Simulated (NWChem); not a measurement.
System: C2H4F2Si; SMILES C=C(F)[SiH2]F

Input file for NWChem:

```
start job
memory heap 200 mb stack 900 mb global 1100 mb
geometry units angstroms noautosym nocenter noautoz
  C     -1.475959     1.115967     0.000000
  C     -0.176086     0.831852     0.000000
  F      0.744733     1.842303     0.000000
  Si     0.628207    -0.861756     0.000000
  F     -0.567823    -1.948348     0.000000
  H     -2.201093     0.309566     0.000000
  H     -1.838660     2.140186     0.000000
  H      1.458131    -1.037379     1.216353
  H      1.458131    -1.037379    -1.216353
end
basis spherical
  * library 6-31g*
end
dft
  xc b3lyp
  iterations 150
end
property
  shielding 8 1 2 3 4 5 6 7 8
end
task dft property
```

NWChem printed, in part:

```
             Northwest Computational Chemistry Package (NWChem) 7.3.0
             --------------------------------------------------------

                             Geometry "geometry" -> ""
                             -------------------------

 Output coordinates in angstroms (scale by  1.889725989 to convert to a.u.)

  No.       Tag          Charge          X              Y              Z
 ---- ---------------- ---------- -------------- -------------- --------------
    1 C                    6.0000    -1.47595900     1.11596700     0.00000000
    2 C                    6.0000    -0.17608600     0.83185200     0.00000000
    3 F                    9.0000     0.74473300     1.84230300     0.00000000
    4 Si                  14.0000     0.62820700    -0.86175600     0.00000000
    5 F                    9.0000    -0.56782300    -1.94834800     0.00000000
    6 H                    1.0000    -2.20109300     0.30956600     0.00000000
    7 H                    1.0000    -1.83866000     2.14018600     0.00000000
    8 H                    1.0000     1.45813100    -1.03737900     1.21635300
    9 H                    1.0000     1.45813100    -1.03737900    -1.21635300

 Effective nuclear repulsion energy (a.u.)     223.1937961968

                              NWChem Property Module
                              ----------------------

  itol2e modified to match energy
  convergence criterion.

                                 NWChem DFT Module
                                 -----------------

 Summary of "ao basis" -> "ao basis" (spherical)
 ------------------------------------------------------------------------------
       Tag                 Description            Shells   Functions and Types
 ---------------- ------------------------------  ------  ---------------------
 C                           6-31g*                  6       14   3s2p1d
 F                           6-31g*                  6       14   3s2p1d
 Si                          6-31g*                  8       18   4s3p1d
 H                           6-31g*                  2        2   2s

  itol2e modified to match energy
  convergence criterion.

            General Information
            -------------------
          SCF calculation type: DFT
          Wavefunction type:  closed shell.
          No. of atoms     :     9
          No. of electrons :    48
           Alpha electrons :    24
            Beta electrons :    24
          Charge           :     0
          Spin multiplicity:     1
          Use of symmetry is: off; symmetry adaption is: off
          Maximum number of iterations: 150
          AO basis - number of functions:    82
                     number of shells:    40
          Convergence on energy requested:  1.00D-07
          Convergence on density requested:  1.00D-05
          Convergence on gradient requested:  5.00D-04

              XC Information
              --------------
                         B3LYP Method XC Potential
                     Hartree-Fock (Exact) Exchange  0.200
                        Slater Exchange Functional  0.800 local
                    Becke 1988 Exchange Functional  0.720 non-local
              Lee-Yang-Parr Correlation Functional  0.810
                  VWN I RPA Correlation Functional  0.190 local

             Grid Information
             ----------------
          Grid used for XC integration:  fine
          Radial quadrature: Mura-Knowles
          Angular quadrature: Lebedev.
          Tag              B.-S. Rad. Rad. Pts. Rad. Cut. Ang. Pts.
          ---              ---------- --------- --------- ---------
          C                   0.70       70          10.0       590
          F                   0.50       70          11.0       590
          Si                  1.10      123          10.0       770
          H                   0.35       60          12.0       590
          Grid pruning is: on
          Number of quadrature shells:   643
          Spatial weights used:  Erf1

      Superposition of Atomic Density Guess
      -------------------------------------

 Sum of atomic energies:        -564.87541002

      Non-variational initial energy
      ------------------------------

 Total energy =    -566.555937
 1-e energy   =   -1226.093373
 2-e energy   =     436.343640
 HOMO         =      -0.291134
 LUMO         =       0.032942

   convergence    iter        energy       DeltaE   RMS-Dens  Diis-err
 ---------------- ----- ----------------- --------- --------- ---------
 d= 0,ls=0.0,diis     1   -567.7176967182 -7.91D+02  1.57D-02  8.02D-01
 d= 0,ls=0.0,diis     2   -567.6599422217  5.78D-02  8.52D-03  1.62D+00
 d= 0,ls=0.0,diis     3   -567.8079604764 -1.48D-01  1.79D-03  3.20D-02
 d= 0,ls=0.0,diis     4   -567.8103791979 -2.42D-03  8.25D-04  7.73D-03
 d= 0,ls=0.0,diis     5   -567.8112638053 -8.85D-04  2.36D-04  8.47D-04
  Resetting Diis
 d= 0,ls=0.0,diis     6   -567.8113573577 -9.36D-05  3.80D-05  9.98D-06
 d= 0,ls=0.0,diis     7   -567.8113587195 -1.36D-06  1.26D-05  5.42D-07
 d= 0,ls=0.0,diis     8   -567.8113587225 -3.08D-09  6.26D-06  5.27D-07

         Total DFT energy =     -567.811358722534
      One electron energy =    -1229.013791098674
           Coulomb energy =      492.295113594084
    Exchange-Corr. energy =      -54.286477414746
 Nuclear repulsion energy =      223.193796196802

 Numeric. integr. density =       48.000000064859

                       DFT Final Molecular Orbital Analysis
                       ------------------------------------

 Vector   22  Occ=2.000000D+00  E=-3.517174D-01
              MO Center=  9.0D-01, -1.0D+00, -7.9D-09, r^2= 2.6D+00
   Bfn.  Coefficient  Atom+Function         Bfn.  Coefficient  Atom+Function
  ----- ------------  ---------------      ----- ------------  ---------------
    51      0.340800  4 Si pz                65     -0.304632  5 F  pz
    80      0.293508  8 H  s                 82     -0.293508  9 H  s
    69     -0.231098  5 F  pz                79      0.225152  8 H  s
    81     -0.225152  9 H  s                 47     -0.139093  4 Si pz
    33     -0.124408  3 F  pz                59     -0.094578  4 Si d  1

 Vector   23  Occ=2.000000D+00  E=-3.294129D-01
              MO Center=  2.0D-01,  4.5D-01,  9.4D-09, r^2= 3.0D+00
   Bfn.  Coefficient  Atom+Function         Bfn.  Coefficient  Atom+Function
  ----- ------------  ---------------      ----- ------------  ---------------
    32     -0.312151  3 F  py                18      0.290611  2 C  py
    20     -0.266133  2 C  s                 50     -0.265657  4 Si py
    36     -0.229176  3 F  py                17     -0.210971  2 C  px
    49      0.200954  4 Si px                31      0.188307  3 F  px
     3      0.174941  1 C  px                64      0.168362  5 F  py

 Vector   24  Occ=2.000000D+00  E=-2.702171D-01
              MO Center= -6.3D-01,  1.0D+00,  1.1D-09, r^2= 2.1D+00
   Bfn.  Coefficient  Atom+Function         Bfn.  Coefficient  Atom+Function
  ----- ------------  ---------------      ----- ------------  ---------------
     5      0.400326  1 C  pz                19      0.357758  2 C  pz
     9      0.306142  1 C  pz                33     -0.281700  3 F  pz
    37     -0.221171  3 F  pz                23      0.193870  2 C  pz
    80     -0.125855  8 H  s                 82      0.125855  9 H  s
    55      0.063495  4 Si pz                79     -0.057757  8 H  s

 Vector   25  Occ=0.000000D+00  E=-8.804605D-03
              MO Center= -6.2D-01,  7.5D-01,  5.2D-10, r^2= 2.7D+00
   Bfn.  Coefficient  Atom+Function         Bfn.  Coefficient  Atom+Function
  ----- ------------  ---------------      ----- ------------  ---------------
     9      0.572013  1 C  pz                23     -0.492327  2 C  pz
     5      0.406067  1 C  pz                19     -0.397094  2 C  pz
    80      0.281464  8 H  s                 82     -0.281464  9 H  s
    55     -0.234292  4 Si pz                51     -0.186468  4 Si pz
    37      0.162485  3 F  pz                33      0.160383  3 F  pz

 Vector   26  Occ=0.000000D+00  E= 2.573453D-03
              MO Center=  6.4D-01, -6.9D-01, -4.5D-10, r^2= 4.1D+00
   Bfn.  Coefficient  Atom+Function         Bfn.  Coefficient  Atom+Function
  ----- ------------  ---------------      ----- ------------  ---------------
    54      0.741670  4 Si py                53      0.506826  4 Si px
    66      0.443495  5 F  s                 50      0.302064  4 Si py
    49      0.236146  4 Si px                78     -0.232748  7 H  s
    22      0.200575  2 C  py                20     -0.199134  2 C  s
    34     -0.187958  3 F  s                 80     -0.141696  8 H  s

[...]

          -----------------------------------------
          Chemical Shielding Tensors (GIAO, in ppm)
          -----------------------------------------

                                NWChem CPHF Module
                                ------------------

  scftype          =     RHF
  nclosed          =       24
  nopen            =        0
  variables        =     1392
  # of vectors     =        3
  tolerance        = 0.10D-03
  level shift      = 0.00D+00
  max iterations   =       50
  max subspace     =       30

 SCF residual:    7.1833254722433049E-005

Iterative solution of linear equations
  No. of variables     1392
  No. of equations        3
  Maximum subspace       30
        Iterations       50
       Convergence  1.0D-04

   iter   nsub   residual    time
   ----  ------  --------  ---------
     1      3    4.61D-01      58.5
     2      6    2.58D-02      65.1
     3      9    1.98D-03      71.2
     4     12    4.10D-05      77.0

      Atom:    1  C
        Diamagnetic
    268.8158     -1.8103      0.0000
     -1.8103    264.8288     -0.0000
      0.0000     -0.0000    247.2601

        Paramagnetic
   -179.1548    -47.6845     -0.0000
    -47.6845   -270.0087     -0.0000
     -0.0000     -0.0000    -77.4167

        Total Shielding Tensor
     89.6610    -49.4948      0.0000
    -49.4948     -5.1799     -0.0000
      0.0000     -0.0000    169.8433

           isotropic =      84.7748
          anisotropy =     127.6028

          Principal Components and Axis System
                 1           2           3
              169.8433    110.7857    -26.3046

      1         0.0000      0.9197      0.3925
      2        -0.0000     -0.3925      0.9197
      3         1.0000     -0.0000     -0.0000

      Atom:    2  C
        Diamagnetic
    260.9156     -1.2627      0.0000
     -1.2627    259.7190     -0.0000
      0.0000     -0.0000    228.8182

        Paramagnetic
   -207.4492    -32.7352     -0.0000
    -32.7352   -305.2942      0.0000
     -0.0000      0.0000   -142.3233

        Total Shielding Tensor
     53.4664    -33.9979      0.0000
    -33.9979    -45.5751      0.0000
      0.0000      0.0000     86.4948

           isotropic =      31.4620
          anisotropy =      82.5492

          Principal Components and Axis System
                 1           2           3
               86.4948     64.0136    -56.1224

      1         0.0000      0.9551      0.2963
      2         0.0000     -0.2963      0.9551
      3         1.0000     -0.0000     -0.0000

      Atom:    3  F
        Diamagnetic
    475.3390     12.4927     -0.0000
     12.4927    479.1971      0.0000
     -0.0000      0.0000    460.7848

        Paramagnetic
   -250.7361     43.9506      0.0000
     43.9506   -233.7885     -0.0000
      0.0000     -0.0000    -38.0363

        Total Shielding Tensor
    224.6029     56.4433      0.0000
     56.4433    245.4086     -0.0000
      0.0000     -0.0000    422.7484

           isotropic =     297.5866
          anisotropy =     187.7427

          Principal Components and Axis System
                 1           2           3
              422.7484    292.3997    177.6118

      1        -0.0000      0.6398      0.7685
      2        -0.0000      0.7685     -0.6398
      3         1.0000      0.0000     -0.0000

      Atom:    4  Si
        Diamagnetic
    882.0482      2.3074      0.0000
      2.3074    884.9000     -0.0000
      0.0000     -0.0000    875.0678

        Paramagnetic
   -459.6928     55.3317      0.0000
     55.3317   -452.4334     -0.0000
      0.0000     -0.0000   -480.6562

        Total Shielding Tensor
    422.3554     57.6391      0.0000
     57.6391    432.4666     -0.0000
      0.0000     -0.0000    394.4116

           isotropic =     416.4112
          anisotropy =     103.2903

          Principal Components and Axis System
                 1           2           3
              485.2714    394.4116    369.5506

      1         0.6755      0.0000      0.7374
      2         0.7374     -0.0000     -0.6755
      3         0.0000      1.0000     -0.0000

      Atom:    5  F
        Diamagnetic
    477.0490     14.2679      0.0000
     14.2679    476.2174      0.0000
      0.0000      0.0000    458.7396

        Paramagnetic
    -82.6663    -28.9700      0.0000
    -28.9700    -62.9597     -0.0000
      0.0000     -0.0000    -74.9675

        Total Shielding Tensor
    394.3826    -14.7020      0.0000
    -14.7020    413.2577     -0.0000
      0.0000     -0.0000    383.7721

           isotropic =     397.1375
          anisotropy =      36.2297

          Principal Components and Axis System
                 1           2           3
              421.2906    386.3497    383.7721

      1        -0.4795      0.8776      0.0000
      2         0.8776      0.4795      0.0000
      3        -0.0000     -0.0000      1.0000

      Atom:    6  H
        Diamagnetic
     36.2781      6.3924      0.0000
      6.3924     33.4018      0.0000
      0.0000      0.0000     21.3608

        Paramagnetic
     -6.5888     -8.7059     -0.0000
     -8.7059     -7.6914     -0.0000
     -0.0000     -0.0000      4.6187

        Total Shielding Tensor
     29.6892     -2.3135     -0.0000
     -2.3135     25.7104     -0.0000
     -0.0000     -0.0000     25.9796

           isotropic =      27.1264
          anisotropy =       5.4370

          Principal Components and Axis System
                 1           2           3
               30.7511     25.9796     24.6486

      1         0.9088     -0.0000      0.4171
      2        -0.4171     -0.0000      0.9088
      3        -0.0000      1.0000      0.0000

      Atom:    7  H
        Diamagnetic
     29.7966     -6.5128      0.0000
     -6.5128     38.7615     -0.0000
      0.0000     -0.0000     22.4337

        Paramagnetic
     -0.1938      3.8407     -0.0000
      3.8407    -14.2338      0.0000
     -0.0000      0.0000      4.0998

        Total Shielding Tensor
     29.6028     -2.6722      0.0000
     -2.6722     24.5277     -0.0000
      0.0000     -0.0000     26.5335

           isotropic =      26.8880
          anisotropy =       5.7935

          Principal Components and Axis System
                 1           2           3
               30.7503     26.5335     23.3802

      1         0.9189     -0.0000      0.3946
      2        -0.3946     -0.0000      0.9189
      3         0.0000      1.0000      0.0000

      Atom:    8  H
        Diamagnetic
     29.3975     -1.3211      7.3487
     -1.3211     25.7387     -2.0290
      7.3487     -2.0290     32.4486

        Paramagnetic
     -2.1113      1.4379     -3.7429
      1.4379     -0.6985      1.2778
     -3.7429      1.2778     -4.6876

        Total Shielding Tensor
     27.2862      0.1168      3.6058
      0.1168     25.0403     -0.7512
      3.6058     -0.7512     27.7610

           isotropic =      26.6958
          anisotropy =       6.7162

          Principal Components and Axis System
                 1           2           3
               31.1733     25.2670     23.6472

      1         0.6768      0.3436      0.6510
      2        -0.0768      0.9125     -0.4018
      3         0.7321     -0.2220     -0.6440
```

Level: B3LYP/6-31G* (spherical d), GIAO. Geometry: optimised at B3LYP/6-31G* (spherical d). The printed shielding anisotropy is the first printed principal value minus the mean of the other two.
